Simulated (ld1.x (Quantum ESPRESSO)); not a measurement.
# Transferability test, ultrasoft potential for carbon

C (Z = 6), ultrasoft, made with ld1.x (Quantum ESPRESSO) 7.5 (PBE, non-relativistic). Core [He], reference 2s2 2p2. Waves: 2s (bound): rcut 0.95, rcutus 1.25 bohr; 2s channel at 1.05 Ry: rcut 0.95, rcutus 1.25 bohr; 2p (bound): rcut 1.95, rcutus 2.15 bohr; 2p channel at 0.1 Ry: rcut 1.95, rcutus 2.15 bohr; 3d channel at 0.4 Ry: rcut 1.45, rcutus 2.05 bohr; 3d channel at 2.35 Ry: rcut 1.45, rcutus 2.05 bohr. Local part: all-electron potential smoothed inside 1.50 bohr (lloc = -1). Core correction: none. Augmentation charge: built from norm-conserving waves at rcut, not smoothed further.

Energies are relative to the spin-unpolarised reference configuration 2s2 2p2; without spin polarisation the order of configurations can differ from experiment.

| valence configuration | charge | ΔE all-electron (eV) | error AE − PS (meV) |
| --- | --- | --- | --- |
| 2s2 2p1 | +1 | 10.865 | +28 |
| 2s2 2p0 | +2 | 35.025 | +262 |
| 2s1 2p0 | +3 | 83.198 | +567 |
| 2s1 2p2 | +1 | 19.602 | -16 |
| 2s0 2p4 | 0 | 16.945 | +1.0 |
| 2s1 2p3 | 0 | 8.463 | +1.6 |
| 2s2 2p2.3 | -0.3 | -1.159 | +0.5 |

Levels in the configuration 2s2 2p2.3:

| level | all-electron (eV) | pseudo (eV) |
| --- | --- | --- |
| 2s | -10.812 | -10.810 |
| 2p | -2.507 | -2.509 |
